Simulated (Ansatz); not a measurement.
The cluster Al₃Sb₃, relaxed as a singlet with RKS PBE0-D4/def2-SVP in Ansatz, starting from the GFN1-xTB geometry. Force threshold 0.02 eV/Å.

In the def2 sets Sb takes a core potential; there is no spin–orbit coupling. The structure comes from a short search, and lower isomers may exist.

Start:

```tsv
atom	x (Å)	y (Å)	z (Å)
Al1	2.1653	1.3826	-0.8696
Al2	0.2047	-2.3782	-0.5604
Al3	-1.2246	1.7581	0.9885
Sb4	-1.7484	-0.9183	0.7306
Sb5	-0.3456	0.3172	-1.3847
Sb6	0.9487	-0.1615	1.0957
```

Estimate the energy that the relaxation releases and the steps that it takes.

0.86 eV, in 14 steps; 53 s on 4 threads of Arm Neoverse V1 on a shared host. No frequencies were taken in this run, so the end may be a saddle point.

Does the start keep its bonding and symmetry?

By distances, no bond broke or formed, bridged metal pairs apart. The bond that changes most is Al2–Sb4, from 2.76 to 3.10 Å (atoms count from 1). Metal–metal contacts that move far: Al1–Al3 3.88 to 2.67 Å. The end is the same structure that another start reached. Point group Cs at the start, Cs at the end, both within 0.05 Å.

Predict the relaxed structure.


```xyz
6

Al    1.656    2.201   -0.441
Al    0.002   -2.791   -0.540
Al   -0.716    1.786    0.719
Sb   -1.791   -0.659    0.809
Sb   -0.225   -0.029   -1.514
Sb    1.073   -0.508    0.967
```
Bond lengths (bridged metal pairs left out): 8 × Al–Sb 2.67 to 3.11 Å; 3 × Sb–Sb 2.84 to 2.87 Å.
